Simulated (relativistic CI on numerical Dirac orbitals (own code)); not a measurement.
# Mn6+: K-alpha X-ray emission

Computed with this model: Dirac-Coulomb-Breit CI, separate exchange-only KLI orbitals for each configuration, model QED (radiative potential, 1s self-energy scaled to tabulated hydrogen-like ionisation energies), valence Slater integrals scaled by 0.8, multiplet model of X-ray emission after core ionisation; configurations [Ar] 3d → 1s 2s2 2p6 3s2 3p6 3d → [He] 2s2 2p5 3s2 3p6 3d; 300 K; Lorentzian 1.8 eV and Gaussian 0.6 eV FWHM. Energies are those of the free ion, without screening or charge transfer. S is read from ⟨S²⟩ = S(S + 1).

Field parameters in Wybourne normalisation: D4h B²₀ = −7Ds, B⁴₀ = 21(Dq − Dt), B⁴₄ = 21√(5/14) Dq. The field is a parameter set, without covalency.

free ion: ground-state S = 0.50, centroid 5890.42 eV. Peaks (eV, height): 5880.4 (26), 5884.0 (46), 5890.4 (17), 5894.2 (100).

D4h, 10Dq = 20250, Ds = -1500, Dt = -420 cm⁻¹: ground-state S = 0.50, centroid 5890.37 eV. Peaks (eV, height): 5879.0 (8), 5883.8 (55), 5888.6 (11), 5894.2 (100).

Strongest unbroadened transitions for free ion:

```csv
Energy (eV),Relative strength
5880.43,32.6
5880.45,5.4
5883.65,0.2
5883.68,0.8
5884.04,40.7
5884.06,30.2
5890.00,0.4
5890.03,13.1
5893.04,0.2
5893.23,20.9
5893.25,34.0
5894.18,100.0
5894.36,9.9
5894.38,6.8
5894.78,0.2
5895.31,9.9
5895.34,24.5
5895.87,14.3
```
